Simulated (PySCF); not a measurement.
# Match the barriers

Saddle point of AlAsH₆, closed shell (AlH₃ + AsH₃ → AlAsH₄ ([AlH2][AsH2]) + H₂; bonds formed: Al1–As6, H2–H5; bonds broken: Al1–H2, H5–As6), PBE0-D4/def2-TZVP structure:

| atom | x (Å) | y (Å) | z (Å) |
| --- | --- | --- | --- |
| Al1 | -0.2883 | -0.9132 | -0.3893 |
| H2 | 1.1786 | -0.6856 | -1.2114 |
| H3 | -1.4703 | -0.7357 | -1.4148 |
| H4 | -0.0943 | -1.8881 | 0.8305 |
| H5 | 0.9604 | 0.2612 | -0.6455 |
| As6 | 0.3022 | 1.6275 | 0.4541 |
| H7 | -1.1976 | 1.3964 | 0.6020 |
| H8 | 0.6095 | 0.9373 | 1.7743 |

PySCF 2.14 with density fitting (its default auxiliary sets; JK sets also for MP2 and CCSD(T)); basis: def2-TZVPP, with def2-QZVPP for the basis limit; cores frozen in the correlated methods. Filled d shells of the heavier atoms are correlated. The def2 sets are not built for correlating such inner shells, so the correlated values are less sure here. B3LYP uses VWN-RPA correlation. Extrapolation: Hartree–Fock as exp(−7.88 √X), correlation as X^−2.97. Four methods, as single points on the PBE0-D4 structures, gave these electronic barriers from the start structure: 11.36, 17.34, 21.32, 31.09 kcal/mol.

(1) The methods were, in alphabetical order, B3LYP-D4, BHLYP-D4, HF, PBE-D4. Which gave which? (A judgement: the text doesn't fix the answer.)

No T1 diagnostic of these runs exceeds 0.012. The end structure is not quite a true minimum (one mode of 68i cm⁻¹).

Results:

(1) Computed: PBE-D4 11.36; B3LYP-D4 17.34; BHLYP-D4 21.32; HF 31.09 kcal/mol. For comparison, CCSD(T) at an estimated basis limit (MP2 extrapolated from triple and quadruple zeta, plus CCSD(T) − MP2 in triple zeta) gives 18.32 kcal/mol.

Labels in which every atom is bracketed show which atoms are joined, not bond orders.

For scale, one of the runs: CCSD(T)/def2-TZVPP, 174 basis functions, launched by `OMP_NUM_THREADS=4 python run.py`. The run took 2.8 min on 4 CPU threads of an Intel Xeon Platinum 8175M (shared host), with 1.6 GiB of host memory at its peak.
